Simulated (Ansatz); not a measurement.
Gas-phase electronic energies from Ansatz, PBE0-D4/def2-TZVP geometries. CBS: MP2 limit from def2 TZ/QZ plus the TZ coupled-cluster correction, frozen cores. This one scheme is used for every species. Functionals use def2-TZVPP. HSE06 is defined as in plane-wave codes. One conformer a species, not always the lowest.

Consider the cleavage of the Si–B bond: `F[B]([AlH2])[SiH3]` + `CCBS` → `CCBS[SiH3]` + `F[BH][AlH2]`.

`F[B]([AlH2])[SiH3]`:

Z-matrix (Å, degrees):
```
Si
B 1 2.050
H 1 1.489 2 116.1
H 1 1.493 2 108.3 3 122.9
H 1 1.493 2 107.7 3 -122.3
Al 2 2.170 1 122.1 3 -174.7
F 2 1.332 1 118.1 3 5.5
H 6 1.592 2 120.6 1 89.7
H 6 1.592 2 120.9 1 -86.8
```

`CCBS`:

```xyz
11

C     0.646    1.229   -0.549
C     0.229   -0.235   -0.407
B    -1.003   -0.459    0.525
S    -1.182   -1.784    1.697
H     0.992    1.636    0.404
H    -0.192    1.846   -0.882
H     1.457    1.347   -1.271
H    -0.086   -0.609   -1.394
H     1.086   -0.853   -0.120
H    -1.954    0.268    0.484
H     0.008   -2.386    1.514
```

`CCBS[SiH3]`:

Z-matrix (Å, degrees):
```
C
C 1 1.529
H 1 1.093 2 111.2
H 1 1.092 2 111.5 3 -119.9
H 1 1.093 2 111.2 3 119.6
B 2 1.560 1 114.1 3 -65.0
H 2 1.094 1 110.9 3 62.8
H 2 1.102 1 108.7 3 178.4
S 6 1.792 2 120.7 1 139.1
H 6 1.201 2 120.5 1 -42.1
Si 9 2.148 6 99.2 2 177.4
H 11 1.484 9 107.1 6 179.1
H 11 1.483 9 110.3 6 59.8
H 11 1.483 9 110.4 6 -61.6
```

`F[BH][AlH2]`:

Cartesian coordinates in Å:
```
F 1.101 -0.634 -1.706
B 0.805 0.238 -0.748
Al -0.737 -0.194 0.703
H 1.464 1.252 -0.779
H -0.387 -0.912 2.080
H -2.246 0.249 0.450
```

Question: Is it downhill or uphill in electronic energy at CCSD(T)/CBS, and by how much? (Estimate.)

Answer: Computed: Downhill: ΔE = -0.78 eV.

Question: What do these levels give: BLYP-D4, B97M-V, r2SCANh-D4, HSE06-D4, ωB97X-V, PBE0, HSE06, RPA@PBE/def2-TZVPP, MP2/def2-SVP, HF/def2-TZVPP, CCSD(T)/def2-TZVPP, MP2/CBS(def2)? (Estimate.)

Answer: Computed: BLYP-D4 -0.67, B97M-V -0.67, r2SCANh-D4 -0.73, HSE06-D4 -0.69, ωB97X-V -0.74, PBE0 -0.67, HSE06 -0.67, RPA@PBE/def2-TZVPP -0.72, MP2/def2-SVP -0.77, HF/def2-TZVPP -0.86, CCSD(T)/def2-TZVPP -0.74, MP2/CBS(def2) -0.90 eV.

Largest T1 diagnostic among the species: 0.015.

From BLYP to BHLYP (50 % exact exchange), in def2-TZVPP and without D4, ΔE moves by −0.14 eV. Leaving LDA and LC-ωPBE aside and taking each functional with its dispersion term where it has one, the values, not all of them listed here, spread over 0.18 eV, from BHLYP-D4 to PBE-D4. At CCSD(T), def2-SVP lies +0.12 eV from the extrapolated value and def2-TZVPP +0.03 eV.
